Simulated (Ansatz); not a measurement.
Total energies of CrO2(NH2)2 (CrN₂O₂H₄) from Ansatz at PBE-D4/def2-TZVPD, gas phase (1 Eh = 27.2114 eV = 2625.5 kJ/mol). The reference geometry is relaxed at B3LYP-D4/def2-SVP.

```json
{"state": "charge 0 singlet", "geometry": "reference", "energy (Eh)": "-1306.57308"}
{"state": "charge -1 doublet", "geometry": "reference", "energy (Eh)": "-1306.59137"}
{"state": "free Cr atom (septet)", "geometry": "–", "energy (Eh)": "-1044.19827"}
{"state": "free O atom (triplet)", "geometry": "–", "energy (Eh)": "-75.01069"}
{"state": "free N atom (quartet)", "geometry": "–", "energy (Eh)": "-54.53224"}
{"state": "free H atom (doublet)", "geometry": "–", "energy (Eh)": "-0.49962"}
```

Task: Work out the vertical electron affinity, to the doublet.

Result: E(charge 0 singlet) − E(charge -1 doublet) = -1306.57308 − (-1306.59137) = 0.01829 Eh = 0.50 eV.

Task: What is the binding energy per atom against free atoms?

Result: Atoms: 1 × (-1044.19827) + 2 × (-75.01069) + 2 × (-54.53224) + 4 × (-0.49962) = -1305.28261 Eh. Binding: -1305.28261 − (-1306.57308) = 1.29047 Eh = 35.12 eV, or 3.90 eV for each of 9 atoms (no zero-point energy, no counterpoise term).

The restricted singlet is unstable towards broken spin symmetry in Hartree–Fock (as tested in another run); at PBE-D4/def2-TZVPD this wasn't settled. At PBE-D4/def2-TZVPD the highest occupied level of the charge -1 doublet lies above zero (up to 2.51 eV). By energy differences its removal costs 0.50 eV (vertical, to the charge 0 singlet, at PBE-D4/def2-TZVPD); a positive level beside a positive removal energy at the same level points to self-interaction error. At PBE-D4/def2-TZVPD the gap within one spin of the charge -1 doublet nearly closes, so an electron or hole may be smeared out by delocalisation error.
